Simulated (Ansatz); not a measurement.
One geometry of ZrTe2⁺, several levels of theory.

```yaml
crystal:
  periodic: [false, false, false]
  atoms:
    - {symbol: Zr, position_ang: [1.272451, 0.186226, -0.799718]}
    - {symbol: Te, position_ang: [-1.387861, 0.199953, -0.727838]}
    - {symbol: Te, position_ang: [0.115410, -0.386189, 1.527556]}
basis:
  gaussian: {orbitals: def2-TZVP, initial_orbitals: start.molden}
total_charge: 1
magnetization: {spin_polarized: true, initial_magnetization: 1}
hamiltonian: {xc: {text: "exchange = 0.95*pbe_x + 0.05*exact_x\ncorrelation = pbe_c"}}
scf: {omitted_lower_state_checks: [starts]}
output: {orbitals: {seedname: orbitals}}
```

The file start.molden holds the orbitals of an earlier run on this structure, at another level or in another basis.

```sh
$ ansatz run in.yaml --threads 4 --pin off --events-out ev --progress --plain --max-ram 3916MiB
```

It prints (some lines left out):

```
Functional definition: unnamed
1093 factors; their error is unknown
mean field evaluation 1: about -15861.6424 eV, gradient 3.8e0 eV
mean field evaluation 2: about -15861.7089 eV, gradient 1.2e-1 eV
mean field evaluation 4: about -15861.5707 eV, gradient 6.0e-3 eV
mean field evaluation 8: about -15861.5707 eV, gradient 1.2e-5 eV
mean field -15861.57074608 eV, -582.9019735598 hartree, gradient 1.2e-5 eV, S^2 0.805494; 0 other end points of the search recorded, 0 dependent functions left out
reference -15861.57078432 eV, -582.9019749650 hartree; 30, 29 occupied and 110, 111 virtual orbitals, 1093 factors
Total energy: -15861.57078432 eV, -582.9019749650 hartree
Checks for a lower state left out: starts
```

It took 4.1 s on 4 threads of Arm Neoverse V1 on a shared host.

As the first input, with `hamiltonian: {xc: {text: "exchange = 0.50*pbe_x + 0.50*exact_x\ncorrelation = pbe_c"}}` (abridged; 12 s):

```
Functional definition: unnamed
mean field -15861.89183012 eV, -582.9137731804 hartree, gradient 7.9e-6 eV, S^2 0.845669
Total energy: -15861.89184907 eV, -582.9137738768 hartree
Checks for a lower state left out: starts
```

As the first input, with `hamiltonian: {xc: r2scan, dispersion: d4}` (abridged; 9.5 s):

```
Functional definition: r2SCAN
mean field -15867.73477591 eV, -583.1284974778 hartree, gradient 1.6e-5 eV, S^2 0.856625
Total energy: -15867.75901339 eV, -583.1293881888 hartree
Checks for a lower state left out: starts
```

Geometry: r2SCAN-D4/def2-TZVP.

In the def2 sets Te, Zr take a core potential; there is no spin–orbit coupling. At PBE with 50 % exact exchange/def2-TZVP, r2SCAN-D4/def2-TZVP the charge 1 doublet is spin-contaminated (final ⟨S²⟩ up to 0.86, 0.75 for a pure state). The structure comes from a short search, and lower isomers may exist.
